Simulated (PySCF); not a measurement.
Computed IR spectrum (relative IR intensity) of a molecule C4H10BN. The structure is a stationary point at PBE-D3(BJ)/def2-SVP. One conformer was computed; it need not be the lowest. All values below come from PySCF with PBE-D3(BJ)/def2-SVP. Frequencies are harmonic and unscaled.

ν (cm⁻¹): 243 (w), 440 (w), 494 (vw), 528 (vs), 635 (w), 820 (vw), 864 (w), 900 (m), 975 (vw), 1116 (m), 1288 (s), 1327 (m), 1347 (w), 1371 (w), 1385 (vw), 1410 (w), 1417 (w), 1544 (vs), 1635 (w), 2950 (m), 2959 (w), 3021 (w), 3036 (m), 3049 (m), 3055 (m), 3129 (w), 3501 (w), 3605 (w) (against the strongest line: vs over 80 %, s over 45 %, m over 15 %, w over 4 %, vw less)

Question: Pick the molecule that these values belong to.
A) CB1CCCN1
B) C=C(C)B(C)N
C) C=CBN(C)C
D) C=CCB(C)N

Answer: B, C=C(C)B(C)N
